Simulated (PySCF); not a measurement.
**Electron correlation in Mn³⁺ (manganese, charge +3)**

[Ar] 3d4, high-spin 5D determinant. Calculation: PySCF 2.14, in x2c-QZVPPall (11s7p5d4f2g, 103 functions); the spin-free X2C one-electron Hamiltonian (Gaussian nucleus). Frozen: [Ar]; 4 electrons correlated.

```
  level  correlation energy (mhartree)
   CCSD                         -44.99
    (T)                          -0.24
CCSD(T)                         -45.23
```

Diagnostics: T1 = 0.0019, D1 = 0.0027, largest double amplitude 0.011.

Question: Is a single reference adequate?

Answer: Yes: T1 lies below 0.03 and no double amplitude reaches 0.07.
